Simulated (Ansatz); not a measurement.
Born–Oppenheimer molecular dynamics of a periodic cell of 24 atoms, H15C2NO6 (contents 6 H2O + 1 CH3CN, density as packed 0.93 g/cm³ with natural masses). It starts from a partly relaxed structure (largest force component 1.16 eV/Å).

These are results of DFT PBEsol, scalar-relativistic, plane waves, PAW (Ansatz), not measurements. Settings: cutoff 420 eV, k mesh 1x1x1, fermi-dirac smearing 0.02 eV, no spin polarisation.

* ensemble: NVT, Langevin thermostat
* time step: 0.75 fs
* steps asked: 300
* set temperature: 500 K
* friction: 0.02 /fs
* seed: 691810

Frames 7.5 fs apart, positions in Å, forces in eV/Å.

Velocities at 127.5 fs (Å/ps):

```
O 5.97 -2.12 -0.91
H -1.08 29.11 26.54
H 8.24 -8.70 -24.66
O 0.67 6.80 -2.71
H 10.12 14.59 3.50
H 0.22 15.35 -23.81
O 3.97 -2.29 3.45
H 15.67 -29.32 -5.54
H -30.25 17.78 9.36
O 3.70 5.19 0.28
H -4.49 17.38 -20.11
H -13.87 29.05 -7.50
O -5.31 9.16 2.68
H -9.97 -12.51 5.29
H 15.29 19.06 -11.99
O 3.13 -12.08 1.98
H -9.90 47.86 2.81
H 0.65 -9.36 57.67
C 4.42 1.57 -2.74
C 6.68 -2.84 -2.64
N 5.46 -7.29 -5.29
H -1.38 37.49 -9.23
H -19.63 -14.76 -12.88
H -2.49 -7.18 21.22
```

```xyz
24
Lattice="6.4393 0.0000 0.0000 0.0000 6.4393 0.0000 0.0000 0.0000 6.4393" Properties=species:S:1:pos:R:3:forces:R:3 time_fs=127.5 energy_less_start_eV=1.124 T=455
O 1.304 5.520 -0.155 0.63 1.50 -0.17
H 0.985 6.277 -0.788 0.10 -1.68 0.33
H 0.940 4.602 -0.275 -0.48 0.63 -0.55
O 2.134 2.822 2.821 -1.23 0.28 0.33
H 2.973 2.675 3.292 1.04 0.04 0.10
H 2.137 2.429 1.945 0.23 -0.24 -0.34
O 4.518 3.180 3.954 -0.96 0.66 -0.51
H 4.364 4.176 3.850 -0.08 -0.75 0.10
H 5.363 3.096 4.391 0.72 -0.34 0.43
O 4.080 5.602 3.218 -2.37 1.42 -1.26
H 4.483 5.358 2.364 0.30 0.02 0.05
H 3.166 5.991 2.897 1.95 -1.13 1.09
O 0.876 5.399 2.363 1.32 -0.34 -0.83
H 1.299 5.560 1.423 -1.18 0.11 0.41
H 1.352 4.570 2.606 -0.30 -0.19 0.30
O 0.409 0.736 4.181 -0.06 0.77 1.52
H 1.067 1.408 3.919 0.00 0.22 -0.14
H 0.569 -0.011 3.578 0.14 -0.71 -0.99
C 4.862 1.344 0.746 -0.02 -2.35 -1.38
C 5.750 2.286 0.199 0.85 2.45 -0.73
N 6.404 3.184 -0.175 -0.47 -1.44 0.37
H 4.381 0.703 -0.115 0.18 1.42 1.36
H 5.556 0.589 1.159 -0.19 -0.14 0.64
H 4.237 1.796 1.530 -0.12 -0.22 -0.15
24
Lattice="6.4393 0.0000 0.0000 0.0000 6.4393 0.0000 0.0000 0.0000 6.4393" Properties=species:S:1:pos:R:3:forces:R:3 time_fs=135.0 energy_less_start_eV=1.003 T=487
O 1.357 5.486 -0.148 0.60 1.32 0.48
H 0.956 6.234 -0.644 0.18 0.65 -0.64
H 0.860 4.748 -0.500 -0.51 -1.47 -0.01
O 2.139 2.872 2.812 -0.52 0.03 0.05
H 3.018 2.851 3.278 0.21 -0.14 -0.20
H 2.224 2.565 1.892 0.20 0.11 0.29
O 4.532 3.166 3.976 0.43 0.90 0.25
H 4.391 4.162 3.811 0.16 -0.82 0.24
H 5.333 3.093 4.566 -0.87 -0.01 -0.65
O 4.096 5.646 3.182 -0.81 0.47 0.65
H 4.478 5.521 2.317 0.53 -0.11 -0.80
H 3.238 6.091 3.016 0.15 -0.35 0.18
O 0.849 5.474 2.374 0.90 -1.09 -0.97
H 1.072 5.593 1.338 -0.23 -0.43 1.15
H 1.296 4.610 2.629 -0.39 0.43 -0.47
O 0.434 0.668 4.211 -1.14 -2.76 1.60
H 0.902 1.410 3.900 1.43 1.77 -1.00
H 0.689 -0.163 3.638 -0.42 1.66 -0.18
C 4.894 1.335 0.732 0.20 -2.04 -1.37
C 5.788 2.280 0.173 -0.80 -0.68 1.34
N 6.446 3.136 -0.202 1.23 1.30 -1.01
H 4.249 1.038 -0.141 0.23 -0.20 0.55
H 5.461 0.417 1.108 -0.57 0.96 -0.32
H 4.255 1.737 1.494 -0.19 0.49 0.84
24
Lattice="6.4393 0.0000 0.0000 0.0000 6.4393 0.0000 0.0000 0.0000 6.4393" Properties=species:S:1:pos:R:3:forces:R:3 time_fs=142.5 energy_less_start_eV=1.376 T=451
O 1.407 5.473 -0.183 -0.21 0.50 0.07
H 1.066 6.248 -0.695 0.25 0.22 -0.54
H 0.848 4.754 -0.538 0.17 -0.46 0.17
O 2.147 2.910 2.818 0.30 0.00 0.31
H 3.042 2.937 3.269 -0.32 -0.06 0.58
H 2.450 2.798 1.912 -0.33 -0.03 -0.76
O 4.536 3.175 4.001 1.55 -0.90 1.37
H 4.442 4.134 3.839 0.24 0.69 0.03
H 5.310 3.027 4.686 -1.84 0.48 -1.75
O 4.119 5.694 3.133 2.84 -1.78 2.37
H 4.479 5.749 2.280 0.60 0.18 -1.99
H 3.278 6.025 3.177 -3.68 1.42 -0.18
O 0.829 5.520 2.347 -0.02 -1.63 2.88
H 0.863 5.547 1.407 0.66 -0.01 -2.87
H 1.100 4.592 2.636 -0.08 0.86 -0.49
O 0.455 0.603 4.260 0.98 0.98 -1.32
H 0.869 1.361 3.749 -0.34 0.09 1.25
H 0.663 -0.020 3.461 -0.75 -0.33 0.85
C 4.904 1.298 0.693 -0.42 1.93 1.53
C 5.825 2.265 0.192 1.67 1.40 -0.59
N 6.523 3.114 -0.237 -1.41 -1.68 0.68
H 4.141 1.192 -0.027 -1.15 -0.60 -1.31
H 5.311 0.376 1.030 0.81 -0.99 -0.01
H 4.391 1.765 1.584 0.47 -0.26 -0.27
24
Lattice="6.4393 0.0000 0.0000 0.0000 6.4393 0.0000 0.0000 0.0000 6.4393" Properties=species:S:1:pos:R:3:forces:R:3 time_fs=150.0 energy_less_start_eV=1.140 T=511
O 1.447 5.480 -0.221 0.17 1.70 -0.38
H 1.215 6.291 -0.898 -0.16 -1.94 0.70
H 1.018 4.648 -0.508 -0.11 0.06 -0.29
O 2.163 2.925 2.804 0.11 -0.08 1.21
H 3.012 2.986 3.348 -0.52 -0.14 -0.21
H 2.468 3.040 1.907 0.14 0.07 -0.84
O 4.537 3.196 4.038 0.80 -1.01 0.73
H 4.627 4.126 3.769 0.07 0.82 -0.08
H 5.279 2.964 4.677 -1.04 0.50 -0.98
O 4.105 5.720 3.109 1.03 -0.07 -0.47
H 4.414 6.009 2.215 -0.53 -0.29 0.93
H 3.168 5.912 3.194 -0.68 0.16 -0.29
O 0.804 5.542 2.297 0.17 -0.90 -1.86
H 1.041 5.462 1.227 -0.25 0.59 1.40
H 0.926 4.628 2.637 0.21 0.04 -0.14
O 0.492 0.546 4.300 0.33 2.29 0.62
H 0.809 1.463 3.964 -0.45 -2.06 0.25
H 0.339 -0.070 3.520 0.59 0.47 -0.37
C 4.878 1.280 0.656 -0.13 0.54 -0.38
C 5.885 2.264 0.190 -1.71 -1.90 -0.02
N 6.580 3.068 -0.256 0.57 0.48 -0.16
H 3.935 1.143 -0.048 1.78 0.63 1.25
H 5.338 0.275 0.804 0.19 0.37 -0.34
H 4.663 1.678 1.678 -0.59 -0.32 -0.26
24
Lattice="6.4393 0.0000 0.0000 0.0000 6.4393 0.0000 0.0000 0.0000 6.4393" Properties=species:S:1:pos:R:3:forces:R:3 time_fs=157.5 energy_less_start_eV=1.278 T=484
O 1.486 5.475 -0.218 0.59 -0.36 -0.74
H 1.242 5.978 -1.040 0.03 1.25 0.21
H 1.191 4.610 -0.553 -0.03 -0.83 0.71
O 2.174 2.943 2.791 0.04 -0.19 1.22
H 2.927 2.970 3.466 -0.38 -0.01 -0.81
H 2.563 3.252 1.968 0.24 0.13 -0.34
O 4.566 3.206 4.033 -0.56 0.89 -1.05
H 4.723 4.148 3.735 -0.38 -0.46 0.08
H 5.264 3.009 4.650 0.75 -0.23 0.75
O 4.098 5.706 3.070 -1.88 1.15 -1.82
H 4.224 6.240 2.202 0.07 -1.26 1.80
H 3.078 5.681 3.097 1.63 -0.04 0.15
O 0.784 5.544 2.204 -0.10 1.94 -0.34
H 1.215 5.494 1.299 -0.46 0.05 -0.21
H 0.787 4.700 2.606 0.26 -2.11 0.58
O 0.542 0.523 4.371 -0.32 0.89 0.36
H 0.793 1.436 4.125 0.20 -0.23 0.08
H 0.307 0.109 3.518 0.26 -0.38 -0.68
C 4.839 1.297 0.627 2.23 -0.78 -2.37
C 5.891 2.205 0.154 0.24 2.07 -0.78
N 6.634 3.036 -0.244 -1.34 -2.08 0.73
H 3.908 1.319 0.005 0.60 0.12 0.36
H 5.431 0.326 0.453 -1.14 0.37 0.53
H 4.723 1.546 1.651 -0.52 0.10 1.58
24
Lattice="6.4393 0.0000 0.0000 0.0000 6.4393 0.0000 0.0000 0.0000 6.4393" Properties=species:S:1:pos:R:3:forces:R:3 time_fs=165.0 energy_less_start_eV=1.194 T=449
O 1.527 5.439 -0.229 0.99 -0.76 0.83
H 1.202 6.009 -0.961 -0.32 0.27 -0.64
H 1.268 4.498 -0.354 -0.20 0.25 -0.39
O 2.183 2.952 2.786 0.95 0.87 -0.97
H 2.944 2.931 3.410 0.08 -0.33 0.73
H 2.699 3.448 2.086 -1.03 -0.57 0.27
O 4.593 3.210 4.015 -1.41 1.73 -2.36
H 4.735 4.181 3.756 -0.35 -0.98 0.06
H 5.188 3.077 4.712 1.74 -0.50 1.98
O 4.072 5.697 3.009 -2.23 -0.67 0.23
H 4.097 6.348 2.276 -0.16 -0.55 0.37
H 3.078 5.422 3.111 2.01 0.96 -0.36
O 0.756 5.560 2.155 -0.32 1.48 0.83
H 1.112 5.549 1.237 0.20 0.41 -1.14
H 0.743 4.653 2.406 -0.06 -1.68 0.68
O 0.596 0.532 4.404 -0.57 -0.11 -0.41
H 0.911 1.417 4.229 0.43 0.96 0.19
H 0.501 0.196 3.476 0.14 -0.75 -0.08
C 4.868 1.340 0.596 2.67 -1.17 1.79
C 5.900 2.201 0.116 -0.70 -0.35 1.14
N 6.688 2.957 -0.239 1.00 0.74 -0.55
H 4.038 1.491 0.027 -3.02 0.52 -1.56
H 5.214 0.319 0.380 0.01 -0.31 -0.01
H 4.693 1.405 1.702 0.15 0.56 -0.63
24
Lattice="6.4393 0.0000 0.0000 0.0000 6.4393 0.0000 0.0000 0.0000 6.4393" Properties=species:S:1:pos:R:3:forces:R:3 time_fs=172.5 energy_less_start_eV=1.367 T=433
O 1.568 5.426 -0.245 0.11 0.97 0.20
H 1.046 6.037 -0.887 0.52 -0.45 -0.21
H 1.255 4.504 -0.287 -0.37 -0.24 -0.39
O 2.200 2.948 2.757 -1.02 0.60 -1.30
H 2.876 2.829 3.434 1.08 0.31 0.37
H 2.471 3.709 2.176 0.08 -0.93 0.71
O 4.606 3.218 3.997 -0.25 -0.80 0.15
H 4.630 4.152 3.752 0.16 0.87 -0.33
H 5.134 3.144 4.808 0.25 0.02 -0.04
O 4.012 5.651 2.949 -0.32 -1.89 1.80
H 4.019 6.301 2.273 -0.36 1.01 -1.18
H 3.108 5.279 3.085 0.30 0.90 -0.36
O 0.740 5.581 2.131 -0.01 -0.33 0.07
H 0.968 5.826 1.143 0.27 -0.97 0.74
H 0.690 4.587 2.176 -0.07 1.04 -0.05
O 0.629 0.577 4.416 -0.46 -1.61 -0.80
H 1.117 1.407 4.442 0.23 0.17 -0.55
H 0.768 0.003 3.541 -0.12 1.32 0.86
C 4.891 1.334 0.570 -3.08 -0.08 0.92
C 5.911 2.181 0.154 1.91 0.63 -1.02
N 6.735 2.896 -0.263 -0.47 -0.23 0.45
H 3.922 1.688 -0.007 1.32 -0.57 1.13
H 4.968 0.235 0.361 0.45 0.67 0.04
H 4.766 1.560 1.698 -0.15 -0.40 -1.21
24
Lattice="6.4393 0.0000 0.0000 0.0000 6.4393 0.0000 0.0000 0.0000 6.4393" Properties=species:S:1:pos:R:3:forces:R:3 time_fs=180.0 energy_less_start_eV=1.857 T=409
O 1.597 5.431 -0.236 -0.64 -0.11 -0.69
H 1.067 5.936 -0.951 0.70 0.32 0.26
H 1.206 4.526 -0.328 0.36 -0.12 0.14
O 2.190 2.936 2.715 0.63 0.83 0.16
H 2.884 2.953 3.435 -0.11 -0.23 -0.41
H 2.337 3.838 2.321 -0.40 -0.89 0.15
O 4.623 3.199 3.990 0.84 -1.39 1.96
H 4.612 4.110 3.691 0.27 1.16 -0.20
H 5.197 3.139 4.839 -1.02 0.33 -1.96
O 3.980 5.599 2.924 0.48 -0.68 0.84
H 3.828 6.208 2.228 0.83 1.60 -1.72
H 3.054 5.432 3.029 -1.65 -0.76 1.05
O 0.734 5.608 2.135 -0.47 -2.60 -1.47
H 1.069 5.802 1.162 -0.12 -0.36 0.80
H 0.396 4.619 1.954 0.88 2.87 1.00
O 0.635 0.628 4.418 0.53 0.35 0.21
H 1.274 1.357 4.539 -0.36 0.19 0.28
H 0.954 0.269 3.570 -0.57 -0.74 -0.80
C 4.877 1.300 0.559 -0.17 2.42 -1.43
C 6.002 2.129 0.157 -1.74 -1.60 0.08
N 6.806 2.830 -0.263 1.33 1.35 -0.32
H 3.949 1.828 0.155 0.69 -1.00 -0.60
H 5.021 0.248 0.322 -0.24 -0.23 0.28
H 4.712 1.697 1.527 -0.05 -0.72 2.38
24
Lattice="6.4393 0.0000 0.0000 0.0000 6.4393 0.0000 0.0000 0.0000 6.4393" Properties=species:S:1:pos:R:3:forces:R:3 time_fs=187.5 energy_less_start_eV=1.394 T=535
O 1.601 5.413 -0.249 0.50 -1.14 0.16
H 1.322 5.959 -1.031 -0.48 0.22 -0.08
H 1.248 4.481 -0.354 0.33 0.66 -0.17
O 2.189 2.928 2.669 1.53 -0.12 1.65
H 2.926 2.980 3.391 -1.10 -0.51 -1.23
H 2.202 3.853 2.385 -0.43 0.28 -0.39
O 4.634 3.163 3.997 1.72 0.13 1.84
H 4.581 4.076 3.653 0.01 0.42 -0.30
H 5.360 3.254 4.735 -1.61 -0.46 -1.69
O 3.940 5.566 2.915 2.86 1.18 -1.80
H 4.021 6.240 2.158 -0.54 -1.35 1.59
H 3.057 5.466 3.183 -2.52 0.26 0.40
O 0.730 5.614 2.114 -0.89 -0.87 0.70
H 1.247 5.631 1.262 -0.29 0.10 -0.72
H 0.060 4.878 1.991 1.04 1.04 0.28
O 0.663 0.682 4.442 0.50 0.39 1.22
H 1.313 1.393 4.656 -0.59 -0.22 -0.49
H 0.822 0.379 3.545 0.06 -0.40 -1.32
C 4.864 1.347 0.559 2.17 0.11 1.66
C 6.066 2.056 0.139 1.12 2.02 -0.60
N 6.903 2.800 -0.257 -1.95 -1.74 1.12
H 4.047 1.700 0.005 -1.55 0.58 -0.97
H 5.026 0.292 0.425 0.05 -0.91 -0.44
H 4.709 1.506 1.658 0.05 0.33 -0.46
```

Of the whole run (225 fs, mean temperature of the second half 467 K): A run of 0.23 ps of so small a system gives no equilibrium averages. Limits of this set-up: coarse k mesh.

The run took 7.9 min on 1 thread of Arm Neoverse V1, with other jobs on the host, peak memory 0.33 GiB.
